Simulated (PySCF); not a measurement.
Relaxation of singlet GeHCl

These are results of PySCF, PBE0, basis Ge def2-TZVP, H def2-TZVP, Cl def2-TZVP (no relativity, density fitting), not measurements. A (50,194) grid was used.

A start displaced from a saddle point along its imaginary mode, of Cs symmetry, held to at least that symmetry:

Coordinates in bohr (charge 0 multiplicity 1):
```
Ge   -0.0020    0.0049   -1.4663
H     0.0876   -0.2092   -4.7823
Cl    0.0018   -0.0042    3.2375
```

Task: What forces act on the atoms at the start (eV/Å)?

Result: 
| atom | Fx | Fy | Fz |
| --- | --- | --- | --- |
| Ge1 | -0.36 | 0.85 | 0.00 |
| H2 | 0.21 | -0.50 | 0.09 |
| Cl3 | 0.15 | -0.35 | -0.09 |

Task: What does it relax to?

Result: It ends at Cs with Ge–Cl 2.183 Å, Ge–H 1.601 Å; Cl–Ge–H 93.7° (after a last refinement on a finer grid). A frequency run shows a minimum. Other isomers or separated fragments may lie lower.

Task: How much energy is released, and in how many steps?

Result: 275.4 kJ/mol in 10 steps.
